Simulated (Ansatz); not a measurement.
Cost and result up the ladder for Cu(NH2)2 (CuN2H4) (7 atoms). The state is a doublet with charge 0. Geometry: r2SCAN-D4/def2-TZVP.

```xyz
7

Cu    0.0012    0.0011    0.0009
N     0.5976    0.5779   -1.5652
H     1.4750    1.0559   -1.7208
H     0.1155    0.4813   -2.4489
N    -0.5973   -0.5773    1.5655
H    -0.1170   -0.4830    2.4504
H    -1.4750   -1.0559    1.7181
```

Ansatz on 4 threads of Intel Xeon 6975P-C on a shared host. Times are rough, and most runs start from the orbitals of an earlier one. ωB97X-V/def2-TZVP serves as the yardstick here, not as an exact answer. Differences are given only for rows in sets of like size (and for xTB, whose basis is part of the method), since another set adds its own error. Binding counts from free atoms at the same level (Cu doublet, N quartet, H doublet; other spins of the atoms weren't run), without zero-point energy or a counterpoise term.

The 6-31G sets use Cartesian d functions. B3LYP takes the VWN-RPA correlation. Correlated methods freeze 11 core orbitals. In CCSD on the charge 0 doublet the largest single amplitude is 0.44, so its Hartree–Fock determinant may place the open shell otherwise than the density functionals do. No other spin state of charge 0 was run.

Run but left out: HF/6-31G, HF/def2-TZVP, MP2/def2-TZVP (a determinant that CCSD turns far, T1 0.068).

Correlated methods converge slowly with the basis.

| level | functions | wall time |
| --- | --- | --- |
| LDA (SPW92)/def2-TZVP | 131 | 0.45 s |
| PBE-D4/def2-SVP | 79 | 0.55 s |
| B3LYP-D4/6-31G | 55 | 0.6 s |
| PBE0-D4/def2-SVP | 79 | 0.7 s |
| PBE-D4/def2-TZVP | 131 | 0.8 s |
| revPBE-D4/def2-TZVP | 131 | 0.8 s |
| BLYP-D4/def2-TZVP | 131 | 0.95 s |
| PBE0-D4/def2-TZVP (with forces) | 131 | 1.2 s |
| r2SCAN-D4/def2-TZVP | 131 | 1.5 s |
| r2SCAN0-D4/def2-TZVP | 131 | 1.9 s |
| ωB97X-V/def2-TZVP | 131 | 3.9 s |
| CCSD(T)/def2-TZVPP | 182 | 91 s |

Q: Estimate what each level gives for the binding energy per atom (eV).

A: 
```
                          level  binding energy per atom (eV)  difference from ωB97X-V/def2-TZVP (eV)           remarks
          LDA (SPW92)/def2-TZVP                          3.60                                    0.59                 –
                PBE-D4/def2-SVP                          3.20                                       –                 –
                 B3LYP-D4/6-31G                          3.24                                       –                 –
               PBE0-D4/def2-SVP                          3.01                                       –                 –
               PBE-D4/def2-TZVP                          3.16                                    0.15                 –
            revPBE-D4/def2-TZVP                          3.05                                    0.04                 –
              BLYP-D4/def2-TZVP                          3.13                                    0.11                 –
PBE0-D4/def2-TZVP (with forces)                          2.99                                   -0.02                 –
            r2SCAN-D4/def2-TZVP                          3.06                                    0.05                 –
           r2SCAN0-D4/def2-TZVP                          2.92                                   -0.09                 –
              ωB97X-V/def2-TZVP                          3.01                                    0.00                 –
             CCSD(T)/def2-TZVPP                          2.88                                   -0.13  large T1 (0.068)
```
